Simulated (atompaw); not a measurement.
# u(r) = r·R(r): atom against pseudo-atom (molybdenum)

Columns: radius, all-electron u(r) and pseudo u(r) of the 5s shell (level -4.12 eV) of molybdenum in the configuration [Kr] 4d5 5s1 5p0; PBEsol, scalar-relativistic, PAW (atompaw) scheme, atompaw 4.2.0.5.

| r (bohr) | all-electron | pseudo |
| --- | --- | --- |
| 0.113 | -0.1058 | 0.0263 |
| 0.227 | 0.0928 | 0.0530 |
| 0.340 | 0.1630 | 0.0797 |
| 0.454 | 0.0593 | 0.1069 |
| 0.567 | -0.0883 | 0.1341 |
| 0.681 | -0.2039 | 0.1621 |
| 0.794 | -0.2611 | 0.1901 |
| 0.908 | -0.2636 | 0.2188 |
| 1.021 | -0.2240 | 0.2476 |
| 1.135 | -0.1563 | 0.2768 |
| 1.248 | -0.0739 | 0.3059 |
| 1.362 | 0.0151 | 0.3351 |
| 1.475 | 0.1025 | 0.3637 |
| 1.588 | 0.1852 | 0.3918 |
| 1.702 | 0.2613 | 0.4193 |
| 1.815 | 0.3283 | 0.4455 |
| 1.929 | 0.3869 | 0.4706 |
| 2.042 | 0.4364 | 0.4938 |
| 2.156 | 0.4779 | 0.5152 |
| 2.269 | 0.5114 | 0.5342 |
| 2.383 | 0.5381 | 0.5508 |
| 2.496 | 0.5583 | 0.5646 |
| 2.610 | 0.5730 | 0.5756 |
| 2.723 | 0.5826 | 0.5834 |
| 2.837 | 0.5880 | 0.5880 |
| 2.950 | 0.5894 | 0.5894 |

Problem. How many radial nodes do the two functions have?

Solution. The all-electron 5s function has n − l − 1 = 4 (the table is too coarse to show those close to the nucleus); the pseudo-wave has 0, since the states of the same l below it are removed with the core.

Problem. Is the pseudo-wave norm-conserving?

Solution. No, it belongs to a PAW set: the norm inside the radius is not constrained, and the difference is carried by the augmentation charge.
